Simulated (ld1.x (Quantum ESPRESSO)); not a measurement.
Au (Z = 79): variants of one RRKJ potential

Base potential:

Au, norm-conserving RRKJ (Kleinman–Bylander form), made with ld1.x (Quantum ESPRESSO) 7.5 (PBE, scalar-relativistic). Core [Kr] 4d10 4f14 5s2, reference 5p6 5d10 6s1 6p0. Waves: 5p (bound): rc 1.85 bohr; 5d (bound): rc 2.30 bohr; 6s (bound): rc 2.35 bohr. Local part: the s channel. Core correction: a·sin(br)/r model core inside 1.25 bohr. rho0 = 0.001.

All-electron outer shells of the reference configuration (PBE, scalar-relativistic, ld1.x):

```
shell  level (eV)  outermost node (bohr)  outermost maximum (bohr)
   5s     -108.37                   0.48                      0.84
   4f      -81.12                      –                      0.37
   5p      -59.78                   0.52                      0.96
   5d       -6.88                   0.56                      1.21
   6s       -5.76                   1.11                      2.32
   6p       -0.77                   1.32                      3.64
```

Cutoffs, loose and tight: the cutoffs (Ry, on a coarse ladder) from which the occupation-weighted sum of valence levels, in a spherical-Bessel basis at the reference potential, stays within 10 and 1 mRy of its value at 400 Ry. They do not see the model core or the augmentation charge, which bear on the density cutoff. Test errors are all-electron minus pseudo excitation energies from the reference, over the configurations 5p6 5d10 6s0 6p0; 5p6 5d9 6s0 6p0; 5p6 5d8 6s0 6p0; 5p6 5d9 6s1 6p0; 5p6 5d10 6s0.5 6p0; 5p6 5d7 6s0 6p0; 5p6 5d10 6s0 6p1. A dash means not determined; rows that change the core or the reference have their own tests.

A true bound ghost makes a file unfit for plane-wave use even where its test errors are small: the radial tests pick states by their node count and pass the ghost by. Where a test does run into it, the solver fails or the error is huge.

On the changes marked as counting shells twice: ld1.x takes every shell without a wave as core, so the model core holds the marked electrons as well and exchange and correlation see them twice. This cancels in the reference configuration, but the file is broken for other ones, and its errors say nothing about a proper core correction.

```tsv
change	outcome	cutoff, loose	cutoff, tight	bound ghosts	largest test error (meV)
base	generated	35 Ry	45 Ry	none	-454
wave 6s (bound): rc 2.35 bohr becomes 6s (bound): rc 1.62 bohr	generated	35 Ry	90 Ry	none	-312
reference 5p6 5d10 6s0 6p1 (6p counted twice)	generated, misses its reference levels by 0.43 eV	35 Ry	40 Ry	none	+1909
core correction a·sin(br)/r model core inside 1.26 bohr	generated	35 Ry	45 Ry	none	-454
wave 5p (bound): rc 1.85 bohr becomes 5p (bound): rc 1.86 bohr	generated	35 Ry	45 Ry	none	-454
wave 5d (bound): rc 2.30 bohr becomes 5d (bound): rc 3.56 bohr	generated	35 Ry	40 Ry	none	no test is counted, since the test run did not reproduce the reference configuration
all radii but the core radius scaled by about 0.93 (s 2.18, p 1.72, d 2.14 bohr)	generated	35 Ry	50 Ry	none	-458
core [Kr] 4d10 4f14, valence charge 19; reference 5s2 5p6 5d10 6s1 6p0; waves now 5s (bound): rc 1.15 bohr; 5p (bound): rc 1.35 bohr; 5d (bound): rc 2.30 bohr; local potential all-electron potential smoothed inside 1.00 bohr (lloc = -1); core correction none	generated	140 Ry	180 Ry	s	no test is counted, since the test run did not reproduce the reference configuration
type PAW; waves now 6s (bound): rcut 2.05, rcutus 2.35 bohr; 6s channel at 3.35 Ry: rcut 2.05, rcutus 2.35 bohr; 5p (bound): rcut 1.60, rcutus 1.85 bohr; 6p (bound): rcut 1.60, rcutus 1.85 bohr; 5d (bound): rcut 2.00, rcutus 2.30 bohr; 5d channel at 3.45 Ry: rcut 2.00, rcutus 2.30 bohr; local potential all-electron potential smoothed inside 1.65 bohr (lloc = -2); augmentation BESSEL, radius 1.25 bohr; rho0 0	generated	30 Ry	50 Ry	none	-46
local potential all-electron potential smoothed inside 1.60 bohr (lloc = -1)	generated	35 Ry	40 Ry	s	+165
fully relativistic	generated	35 Ry	45 Ry	none	-500
```
